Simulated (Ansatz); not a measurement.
Geometry optimisation, RKS PBE/def2-SVP in Ansatz.

input.yaml

```yaml
crystal:
  periodic: [false, false, false]
  atoms:
    - { symbol: B, position_ang: [0.0, 0.0, 0.0] }
    - { symbol: F, position_ang: [0.0, 0.0, 1.67] }
    - { symbol: Cl, position_ang: [1.6108, 0.0, -0.93] }
    - { symbol: Cl, position_ang: [-1.6108, 0.0, -0.93] }
    - { symbol: "N", position_ang: [0.0773, -1.7539, 0.5833] }
    - { symbol: H, position_ang: [-0.441, -2.5119, 0.0539] }
    - { symbol: H, position_ang: [0.64, -2.0009, 1.4471] }
    - { symbol: H, position_ang: [0.0473, -1.0728, 1.5337] }
basis:
  gaussian: { orbitals: def2-SVP }
hamiltonian:
  xc: pbe
relax:
  f_tol: 0.15
  max_steps: 25
  restrain:
    - { distance: [0, 4], at: 2.75, k: 30.0 }
    - { distance: [7, 1], at: 2.12, k: 30.0 }
    - { distance: [0, 1], at: 1.32, k: 30.0 }
    - { distance: [7, 4], at: 1.06, k: 30.0 }
```

Launched with:

```bash
$ ansatz run input.yaml --threads 2 --pin off --max-ram 3072MiB --backend cpu --events-out ev --progress --plain --runs-dir out
```

**Question.** Where does it end, and by what steps?

**Answer.** The forces met the threshold. The restraints hold the end off the free minimum; the threshold counts their pulls, which the force column leaves out. Restrained pairs: B1–N5 (1.85 → 2.74 Å), F2–H8 (1.08 → 2.13 Å), B1–F2 (1.67 → 1.33 Å), N5–H8 (1.17 → 1.04 Å). After 13 steps the energy has fallen by 4.223 eV (the restraints' own energy left out); H6 moved furthest, 0.82 Å.

```csv
step,energy less start (eV),largest force component (eV/Å),accepted
0,0.0000,6.088,yes
1,-0.5313,3.937,yes
2,-1.1509,4.316,yes
3,-2.1403,3.410,yes
4,-3.3215,3.300,yes
5,-3.8793,2.310,yes
6,-4.0476,1.551,yes
7,-4.0283,1.471,no
8,-4.1309,1.031,yes
9,-4.1785,0.734,yes
10,-4.2152,0.577,yes
11,-4.2208,0.668,yes
12,-4.2080,0.882,no
13,-4.2228,0.663,yes
```

```xyz
8
Properties=species:S:1:pos:R:3
B 0.032 0.400 -0.125
F -0.116 0.556 1.186
Cl 1.620 0.650 -0.843
Cl -1.413 0.272 -1.127
N 0.088 -2.165 0.834
H -0.675 -2.850 0.769
H 0.933 -2.677 1.112
H -0.145 -1.525 1.622
```

Time of the run: 25 s on 2 threads of Arm Neoverse V1, on a shared host, peak memory 0.14 GiB.
